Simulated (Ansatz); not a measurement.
Consider the atomization: `N[Si](O)(O)I` → 4 H• + I• + N• + 2 O• + Si•.

Calculated with Ansatz (gas phase, PBE0-D4/def2-TZVP geometries, no zero-point term in ΔE). CCSD(T)/CBS adds triple-zeta CCSD(T) − MP2 to the extrapolated MP2 energy (def2 sets, frozen cores). This one scheme is used for every species, atoms too. For atomizations the MP2-based limit and the directly extrapolated one differ by several kJ/mol either way, and by 10 to 25 for some Ge, Se and Sn compounds, so smaller differences from it don't rank the levels. Functionals use def2-TZVPP. HSE06 is defined as in plane-wave codes. No spin–orbit coupling; open shells (•) take unrestricted orbitals. Spin–orbit coupling would lower the free atoms: a little for O, Si; strongly for I. def2 core potentials past Kr. Bonds to I are less sure, by a few kJ/mol each and by 10 to 20 or more in all where they break to atoms, as the def2 sets lack core-valence functions. One conformer a species, not always the lowest.

```json
{"level": "revPBE-D4", "ΔE (kJ/mol)": "3280.0"}
{"level": "HSE06-D4", "ΔE (kJ/mol)": "3299.4"}
{"level": "BHLYP-D4", "ΔE (kJ/mol)": "3187.0"}
{"level": "revPBE", "ΔE (kJ/mol)": "3213.5"}
```

Task: What does CCSD(T)/CBS give? (Estimate.)

Result: Ansatz gave: +3355.4 kJ/mol. The listed levels differ from it by -75.4, -56.0, -168.4, -141.9 kJ/mol.

Largest T1 diagnostic among the species: 0.012.

At CCSD(T), def2-SVP lies −355.9 kJ/mol from the extrapolated value and def2-TZVPP −130.8 kJ/mol: correlation converges slowly with the basis, and small sets miss more of it in the bonded molecule than in its fragments. The D4 term adds +39.9 kJ/mol with B3LYP and +20.8 kJ/mol with PBE0; it sums over pairs of atoms, weighted by their polarisabilities, and B3LYP, whose exchange is more repulsive, gets the larger term. From PBE to PBE0 (25 % exact exchange), in def2-TZVPP and without D4, ΔE moves by −80.6 kJ/mol: exact exchange takes away binding that semilocal exchange gives to molecules.

B3LYP here is the variant with VWN-RPA as its local correlation; programs differ in this.
